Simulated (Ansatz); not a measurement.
Cost and result for the atomization energy of BrCu (`[Cu][Br]`) (2 atoms, 1 bond).

The species carries charge 0 and has multiplicity 1. For Cu the d shell is correlated and the shells below it are frozen. Correlated methods include outer-core shells of Br, which these sets cover unevenly. Scalar relativity is left out up to krypton. Geometry: relaxed with PBE0-D4/def2-TZVP. Program: Ansatz. Hardware: A = 2 threads of an AMD EPYC 7R13 on a shared host; B = 2 threads of an AMD EPYC 7R13 on a shared host and a share of an NVIDIA H100 80 GB. Times are those of one run each, without the atoms' runs, and a repeat can differ threefold. Electronic energies, without spin–orbit coupling; frozen cores. CCSD(T)/CBS adds CCSD(T) − MP2 in def2-TZVPP to the MP2 limit, and its time is that of the two runs behind it. T1 = 0.020. With those shells the extrapolation isn't a true limit. B3LYP takes the VWN-RPA correlation (the form of Gaussian; ORCA's B3LYP/G).

CCSD(T)/CBS is a level of theory with its own doubt, some kJ/mol a heavy atom from the limit and from the frozen cores, so smaller differences don't rank the functionals.

| level | functions | wall time | atomization (kcal/mol) | difference from CCSD(T)/CBS | per bond |
| --- | --- | --- | --- | --- | --- |
| LDA (SPW92)/def2-TZVPP [A] | 112 | 0.75 s | 92.3 | 9.3 | 9.3 |
| CCSD(T)/def2-SVP [A] | 63 | 1.3 s | 75.3 | -7.7 | -7.7 |
| PBE-D4/def2-TZVPP (with forces) [A] | 112 | 1.4 s | 79.3 | -3.7 | -3.7 |
| PBE0-D4/def2-TZVPP [A] | 112 | 1.6 s | 77.7 | -5.3 | -5.3 |
| CAM-B3LYP-D4/def2-TZVPP [A] | 112 | 1.8 s | 75.7 | -7.3 | -7.3 |
| B3LYP-D4/def2-TZVPP (with forces) [A] | 112 | 2.1 s | 74.4 | -8.6 | -8.6 |
| B2PLYP/def2-TZVPP [A] | 112 | 2.6 s | 76.3 | -6.7 | -6.7 |
| RPA@PBE/def2-TZVPP [A] | 112 | 2.7 s | 66.6 | -16.4 | -16.4 |
| B97M-V/def2-TZVPP [A] | 112 | 3.5 s | 76.9 | -6.1 | -6.1 |
| CCSD(T)/def2-QZVPP [B] | 189 | 4.4 s | 79.9 | -3.1 | -3.1 |
| ωB97M-V/def2-TZVPP (with forces) [A] | 112 | 5 s | 80.0 | -3.0 | -3.0 |
| CCSD(T)/def2-TZVPP [A] | 112 | 5.5 s | 77.4 | -5.6 | -5.6 |
| CCSD(T)/CBS(def2) | – | 9.9 s | 83.0 | 0.0 | 0.0 |

In def2-TZVPP, CCSD(T) changes the Hartree–Fock value by +22.8 kcal/mol (the triples alone add +2.0 kcal/mol) and MP2 by +27.2 kcal/mol; breaking electron pairs costs correlation energy, which Hartree–Fock lacks. From PBE to PBE0 (25 % exact exchange), in def2-TZVPP and without D4, the atomization energy moves by −1.4 kcal/mol: exact exchange takes away binding that semilocal exchange gives to molecules. The D4 term adds +1.3 kcal/mol with B3LYP and +0.7 kcal/mol with PBE0; it sums over pairs of atoms, weighted by their polarisabilities, and B3LYP, whose exchange is more repulsive, gets the larger term.
